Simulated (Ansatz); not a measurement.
The cluster Sn₆. The state is a singlet with charge 0. Geometry PBE-D4/def2-SVP, basis def2-TZVP, Ansatz.

```xyz
6

Sn   -0.259    1.441    0.410
Sn   -2.008   -2.701   -1.482
Sn    2.490    0.072    0.520
Sn   -2.486   -0.463    0.303
Sn    2.008    2.873    1.113
Sn    0.254   -1.222   -0.865
```

```csv
run,HOMO (eV),LUMO (eV)
A,-6.52,-1.54
B,-4.53,-3.49
C,-5.08,-3.03
D,-5.80,-2.24
E,-4.71,-3.52
```

In the def2 sets Sn takes a core potential; there is no spin–orbit coupling. Another isomer (singlet) lies 1.81 eV lower at PBE0-D4/def2-TZVP; other spin states weren't run for this one.

Q: The runs used CAM-B3LYP, PBE, PBE0, r2SCAN, ωB97X-V. Estimate which is which.

A: A ωB97X-V (range-separated); B PBE (0 % exact exchange); C PBE0 (25 % exact exchange); D CAM-B3LYP (range-separated); E r2SCAN (0 % exact exchange). Exact exchange lowers occupied and raises empty levels; among semilocal functionals meta-GGAs tend to open the gap a little, and such runs are hard to tell apart. The gap grows from 1.04 eV (PBE) to 4.98 eV (ωB97X-V). The restricted singlet is unstable towards broken spin symmetry in Hartree–Fock (as tested in another run); at ωB97X-V/def2-TZVP, PBE-D4/def2-TZVP, PBE0-D4/def2-TZVP, CAM-B3LYP-D4/def2-TZVP and others this wasn't settled.
